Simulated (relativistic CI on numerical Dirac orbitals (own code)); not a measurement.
# Energy levels of Ba XLIX

Computed by Dirac-Coulomb-Breit CI, separate exchange-only KLI orbitals for each configuration, a model potential for QED, unscaled Slater integrals (own radial code, finite nucleus).

Configuration list (outside the closed core 1s2): 2s2 2p4, 2s 2p5, 2p6, 2p5 3s, 2p5 3p, 2p5 3d, 2s2 2p3 3s, 2s2 2p3 3p, 2s2 2p3 3d, 2s 2p4 3s, 2s 2p4 3p, 2s 2p4 3d, 2s2 2p3 4s, 2s2 2p3 4p, 2s2 2p3 4d, 2s2 2p3 4f, 2s 2p4 4s, 2s 2p4 4p, 2s 2p4 4d, 2s2 2p2 3s2, 2s 2p4 4f, 2s2 2p2 3s 3p, 2s2 2p3 5s, 2s2 2p3 5p, 2s2 2p3 5d, 2s2 2p2 3s 3d, 2s2 2p3 5f, 2s2 2p2 3p2, 2s2 2p3 5g, 2s2 2p2 3p 3d, 2s 2p3 3s2, 2s2 2p2 3d2, 2s 2p3 3s 3p, 2s 2p3 3s 3d, 2s 2p3 3p2, 2s 2p4 5s. Levels of other configurations are missing.

```
No.      Configuration  Term  J   E (eV)    %       jj configuration (%)
 41        2p3(4S°) 3p    3P  0  5392.07   99   2p1/2 2p3/2^2 3p3/2 (95)
 42        2p3(2D°) 3p    1P  1  5404.45   47   2p1/2 2p3/2^2 3p3/2 (98)
 43        2p3(2D°) 3p    3D  3  5407.97   55   2p1/2 2p3/2^2 3p3/2 (92)
 44        2p3(2D°) 3p    3F  4  5411.21  100  2p1/2 2p3/2^2 3p3/2 (100)
 45        2p3(2D°) 3p    3P  1  5428.56   74   2p1/2 2p3/2^2 3p3/2 (97)
 46  2s 2p4(3P)<4P> 3s    5P  3  5435.24   63         2s 2p3/2^2 3s (83)
 47        2p3(2D°) 3p    1D  2  5437.78   43   2p1/2 2p3/2^2 3p3/2 (79)
 48        2p3(2P°) 3p    3P  1  5447.96   47   2p1/2 2p3/2^2 3p3/2 (93)
 49        2p3(2P°) 3p    3D  2  5450.90   31   2p1/2 2p3/2^2 3p3/2 (60)
 50        2p3(2D°) 3p    1D  2  5458.48   24   2p1/2 2p3/2^2 3p3/2 (61)
 51        2p3(4S°) 3d   5D°  1  5480.31   44   2p1/2 2p3/2^2 3d3/2 (98)
 52        2p3(2D°) 3d   3F°  2  5481.85   39   2p1/2 2p3/2^2 3d3/2 (97)
 53        2p3(4S°) 3d   5D°  0  5482.45   53   2p1/2 2p3/2^2 3d3/2 (97)
 54        2p3(2D°) 3d   3G°  3  5487.24   37   2p1/2 2p3/2^2 3d3/2 (94)
 55        2p3(2D°) 3d   3G°  4  5502.17   59   2p1/2 2p3/2^2 3d3/2 (97)
 56        2p3(2D°) 3d   3F°  3  5506.55   36   2p1/2 2p3/2^2 3d3/2 (57)
 57        2p3(4S°) 3d   5D°  4  5506.78   52   2p1/2 2p3/2^2 3d5/2 (97)
 58        2p3(2D°) 3d   3P°  2  5507.96   20   2p1/2 2p3/2^2 3d3/2 (51)
 59  2s 2p4(1S)<2S> 3s    3S  1  5508.46   54         2s 2p3/2^2 3s (93)
 60        2p3(2D°) 3d   3D°  3  5508.48   58   2p1/2 2p3/2^2 3d5/2 (95)
 61  2s 2p4(3P)<2P> 3s    3P  1  5515.46   35         2s 2p3/2^2 3s (94)
 62  2s 2p4(3P)<2P> 3s    3P  2  5515.56   50         2s 2p3/2^2 3s (97)
 63        2p3(2D°) 3d   3D°  1  5515.75   32   2p1/2 2p3/2^2 3d3/2 (68)
 64  2s 2p4(3P)<4P> 3p   5P°  2  5517.63   18      2s 2p3/2^2 3p1/2 (53)
 65  2s 2p4(3P)<4P> 3p   3D°  3  5523.41   23      2s 2p3/2^2 3p1/2 (58)
 66        2p3(2D°) 3d   3P°  1  5526.70   58   2p1/2 2p3/2^2 3d5/2 (69)
 67        2p3(2D°) 3d   3F°  4  5527.96   74   2p1/2 2p3/2^2 3d5/2 (99)
 68  2s 2p4(1S)<2S> 3s    1S  0  5528.34   61         2s 2p3/2^2 3s (98)
 69        2p3(2D°) 3d   3G°  5  5529.63  100  2p1/2 2p3/2^2 3d5/2 (100)
 70        2p3(2P°) 3d   3F°  2  5531.90   42   2p1/2 2p3/2^2 3d3/2 (70)
 71        2p3(2D°) 3d   3P°  0  5536.63   49   2p1/2 2p3/2^2 3d5/2 (97)
 72        2p3(4S°) 3d   3D°  2  5539.78   50   2p1/2 2p3/2^2 3d5/2 (72)
 73        2p3(2D°) 3d   3S°  1  5543.44   36   2p1/2 2p3/2^2 3d5/2 (63)
 74        2p3(2D°) 3d   1F°  3  5554.44   56   2p1/2 2p3/2^2 3d5/2 (96)
 75        2p3(2D°) 3d   1D°  2  5557.30   49   2p1/2 2p3/2^2 3d5/2 (87)
 76        2p3(2P°) 3d   3D°  1  5558.94   36   2p1/2 2p3/2^2 3d3/2 (58)
 77        2p3(2P°) 3d   3P°  2  5570.37   44   2p1/2 2p3/2^2 3d5/2 (96)
 78        2p3(2P°) 3d   3F°  3  5573.59   43   2p1/2 2p3/2^2 3d5/2 (97)
 79  2s 2p4(1S)<2S> 3p   3P°  0  5586.74   73      2s 2p3/2^2 3p1/2 (98)
 80  2s 2p4(1S)<2S> 3p   3P°  1  5589.12   45      2s 2p3/2^2 3p1/2 (90)
 81  2s 2p4(1S)<2S> 3p   3P°  1  5589.97   34      2s 2p3/2^2 3p1/2 (94)
 82  2s 2p4(1D)<2D> 3p   3F°  2  5591.33   27      2s 2p3/2^2 3p1/2 (97)
 83  2s 2p4(3P)<4P> 3p   5D°  4  5623.98   74      2s 2p3/2^2 3p3/2 (98)
 84  2s 2p4(3P)<4P> 3p   3D°  3  5625.36   48      2s 2p3/2^2 3p3/2 (98)
 85        2p3(2P°) 3s   3P°  2  5633.76   51            2p3/2^3 3s (97)
 86  2s 2p4(3P)<4P> 3p   3S°  1  5633.79   38      2s 2p3/2^2 3p3/2 (84)
 87        2p3(2P°) 3s   1P°  1  5639.71   30            2p3/2^3 3s (86)
 88  2s 2p4(3P)<4P> 3p   3P°  2  5654.11   42      2s 2p3/2^2 3p3/2 (98)
 89  2s 2p4(1D)<2D> 3p   3P°  0  5698.24   66      2s 2p3/2^2 3p3/2 (97)
 90  2s 2p4(3P)<2P> 3p   3D°  3  5701.12   49      2s 2p3/2^2 3p3/2 (98)
 91  2s 2p4(1S)<2S> 3p   3P°  2  5702.20   50      2s 2p3/2^2 3p3/2 (98)
 92  2s 2p4(1S)<2S> 3p   1P°  1  5707.19   40      2s 2p3/2^2 3p3/2 (98)
 93  2s 2p4(3P)<2P> 3p   3P°  2  5711.09   48      2s 2p3/2^2 3p3/2 (97)
 94  2s 2p4(3P)<4P> 3d    5D  2  5712.37   36      2s 2p3/2^2 3d3/2 (98)
 95  2s 2p4(3P)<4P> 3d    5D  3  5713.35   41      2s 2p3/2^2 3d3/2 (90)
 96  2s 2p4(3P)<4P> 3d    5P  1  5715.40   48      2s 2p3/2^2 3d3/2 (98)
 97  2s 2p4(3P)<4P> 3d    5F  4  5718.10   35      2s 2p3/2^2 3d3/2 (89)
 98        2p3(2P°) 3p    3P  1  5724.65   37         2p3/2^3 3p1/2 (97)
 99        2p3(2P°) 3p    1D  2  5727.53   27         2p3/2^3 3p1/2 (98)
100  2s 2p4(3P)<2P> 3p   1P°  1  5731.59   27      2s 2p3/2^2 3p3/2 (97)
101  2s 2p4(3P)<4P> 3d    5F  5  5737.74   74      2s 2p3/2^2 3d5/2 (99)
102  2s 2p4(3P)<4P> 3d    3F  4  5741.62   56      2s 2p3/2^2 3d5/2 (90)
103  2s 2p4(3P)<4P> 3d    3P  0  5752.37   78      2s 2p3/2^2 3d5/2 (86)
104  2s 2p4(3P)<4P> 3d    3P  1  5762.41   31      2s 2p3/2^2 3d5/2 (86)
105  2s 2p4(3P)<4P> 3d    3D  3  5765.95   33      2s 2p3/2^2 3d5/2 (84)
106  2s 2p4(3P)<4P> 3d    3D  2  5770.71   41      2s 2p3/2^2 3d5/2 (87)
107  2s 2p4(1S)<2S> 3d    3D  1  5785.18   61      2s 2p3/2^2 3d3/2 (84)
108  2s 2p4(3P)<2P> 3d    3D  2  5791.18   31      2s 2p3/2^2 3d3/2 (94)
109  2s 2p4(3P)<2P> 3d    1F  3  5793.34   27      2s 2p3/2^2 3d3/2 (89)
110  2s 2p4(1S)<2S> 3d    3D  2  5795.62   41      2s 2p3/2^2 3d3/2 (83)
```

Energies count from the lowest computed level; ° marks odd parity. Percentages are summed over parent terms; the parents shown are those of the largest component, closed shells are left out there, and <> holds an intermediate term. Filled j subshells are mostly left out of the jj labels.

The mean weight of the leading LS term, summed over parents, in these 70 levels is 48 %, and that of the leading jj configuration (from the same eigenvectors) 88 %, so jj coupling describes them better and the LS labels are nominal.

At this charge energies of transitions that change n are usually good to better than 1 %, and those within a shell (Δn = 0) to a few per cent.

LS names give the leading component of a level, which can be under half, so a name can repeat, a term be missing and a line seem to break the LS rules.
